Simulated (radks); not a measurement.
Values are calculated unless marked as measured or tabulated.
Hg5+, configuration [Xe] 4f14 5d7.

Code: a radial shooting solver on a logarithmic mesh with Libxc functionals. Model: Dirac Kohn-Sham, BLYP, spin-unpolarised, spherical densities, point nucleus; open shells fill j = l - 1/2 first.

Energy parts (hartree):
total: -19656.7091
kinetic: 22690.4862
electron-nucleus: -49415.9893
Hartree: 7441.2579
exchange-correlation: -372.4638

Orbitals (lengths in bohr, moments of r in powers of bohr):
| orbital | occ. | eigenvalue (hartree) | <1/r> | <r^4> | <r> | small-component weight |
|---|---|---|---|---|---|---|
| 1s1/2 | 2 | -3054.790 | 97.68 | 3.990e-07 | 0.01658 | 9.27e-02 |
| 2s1/2 | 2 | -543.0413 | 24.05 | 0.00005782 | 0.06923 | 2.13e-02 |
| 2p1/2 | 2 | -521.0497 | 23.99 | 0.00003429 | 0.05692 | 2.14e-02 |
| 2p3/2 | 4 | -449.4384 | 19.41 | 0.00005384 | 0.06559 | 1.89e-02 |
| 3s1/2 | 2 | -130.7655 | 8.822 | 0.002098 | 0.1801 | 7.12e-03 |
| 3p1/2 | 2 | -120.8797 | 8.731 | 0.001826 | 0.1704 | 7.07e-03 |
| 3p3/2 | 4 | -105.0171 | 7.537 | 0.002546 | 0.1863 | 6.36e-03 |
| 3d3/2 | 4 | -88.68378 | 7.436 | 0.001682 | 0.1621 | 6.24e-03 |
| 3d5/2 | 6 | -85.28540 | 7.166 | 0.001858 | 0.1669 | 6.05e-03 |
| 4s1/2 | 2 | -30.70217 | 3.737 | 0.04677 | 0.3990 | 2.43e-03 |
| 4p1/2 | 2 | -26.46725 | 3.626 | 0.04975 | 0.4011 | 2.33e-03 |
| 4p3/2 | 4 | -22.63454 | 3.212 | 0.06863 | 0.4353 | 2.06e-03 |
| 4d3/2 | 4 | -15.72243 | 3.012 | 0.08107 | 0.4424 | 1.86e-03 |
| 4d5/2 | 6 | -15.00796 | 2.917 | 0.08931 | 0.4535 | 1.79e-03 |
| 4f5/2 | 6 | -6.10980 | 2.556 | 0.1520 | 0.4782 | 1.42e-03 |
| 4f7/2 | 8 | -5.95528 | 2.520 | 0.1607 | 0.4849 | 1.39e-03 |
| 5s1/2 | 2 | -6.80389 | 1.538 | 1.153 | 0.8946 | 6.35e-04 |
| 5p1/2 | 2 | -5.38956 | 1.418 | 1.568 | 0.9576 | 5.54e-04 |
| 5p3/2 | 4 | -4.69014 | 1.272 | 2.220 | 1.045 | 4.74e-04 |
| 5d3/2 | 4 | -2.71445 | 1.014 | 5.599 | 1.284 | 3.13e-04 |
| 5d5/2 | 3 | -2.62740 | 0.9838 | 6.221 | 1.319 | 2.97e-04 |

The highest occupied level is 5d5/2 at -71.495 eV. For comparison, the ionisation energy in NIST's Atomic Spectra Database is 76.6 eV (measured). In exact Kohn-Sham theory the highest level is minus the ionisation energy, but local and semilocal functionals leave it too shallow, through self-interaction and a potential that decays too fast; potentials with the right tail come closer. The density falls to 0.001 e/bohr^3 at r = 2.94 bohr. Summed over all electrons, <r^2> = 30.76 bohr^2, which gives a Langevin (diamagnetic) susceptibility term of -24.4 x 10^-6 cm^3/mol.

Beside tabulated values, note that spin-unpolarised runs miss the spin-polarisation part of the exchange energy of open shells.
